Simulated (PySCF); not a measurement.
Cl₂FHSSi. Atoms are numbered in the order given.

```xyz
6

F     -0.4665     0.4635     1.7461
Si    -0.0644     0.0608     0.2361
S      1.7746    -0.9888     0.1744
Cl    -1.5068    -1.1884    -0.4971
Cl    -0.0102     1.8183    -0.8192
H      2.4961     0.0896     0.5654
```

The structure is a stationary point at B3LYP-D3(BJ)/def2-SVP. The structure was generated by enumeration, and PubChem lists no compound with its InChIKey, so it may never have been made. Other conformers were not sampled.

Method: r2SCAN/def2-TZVP (PySCF).

Gas-phase values at a fixed geometry.

Estimate the frontier levels, gap, dipole moment and polarisability. (An estimate is asked for; the answer gives what the named calculation found.)


```yaml
highest_occupied_level: -7.39 eV
lowest_empty_level: -1.20 eV
orbital_gap: 6.19 eV
dipole_moment: 1.25 D
quadrupole, principal values (traceless, Buckingham form, about the centre of nuclear charge): -5.19, -1.56, 6.75 D·Å
mean_static_polarisability: 63.6 bohr³ (9.42 Å³)
polarisability_principal_values: 50.2, 68.6, 71.8 bohr³
```
